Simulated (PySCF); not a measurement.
Molecule: `ClB(Cl)[C@@H]1CS1`, C₂H₃BCl₂S.

Atoms are numbered as in `[Cl:1][B:2]([Cl:3])[C@@H:4]1[CH2:5][S:6]1` (H(Xn): hydrogen on atom n). Ha(C5) is cis to B2 on the ring; Hb(C5) is trans to B2 on the ring.

Geometry PBE0-D3(BJ)/def2-SVP throughout; GIAO in PySCF, gas phase, one conformer, non-relativistic; equivalent atoms averaged; functional PBE0.

For orientation, STO-3G gives these shifts δ (against HCl, BF3·OEt2, TMS, CS2 at the same level): Cl1/Cl3 60.5, B2 49.7, C5 31.8, C4 30.3, S6 -92.8, H(C4) 2.21, Hb(C5) 2.07, Ha(C5) 2.04 ppm.

A run gave: Cl1/Cl3 211.6, B2 55.2, C5 30.1, C4 29.5, S6 -152.2, H(C4) 2.77, Hb(C5) 2.75, Ha(C5) 2.89 ppm (shifts δ (against HCl, BF3·OEt2, TMS, CS2 at the same level)).

Question: Which basis set was used in that run?
A. pcSseg-2
B. 6-311+G(2d,p)
C. IGLO-III
D. aug-cc-pVDZ

Answer: C. S6 tells them apart best: IGLO-III gives -152.2, aug-cc-pVDZ gives -157.0, pcSseg-2 gives -162.9, 6-311+G(2d,p) gives -163.5 ppm.
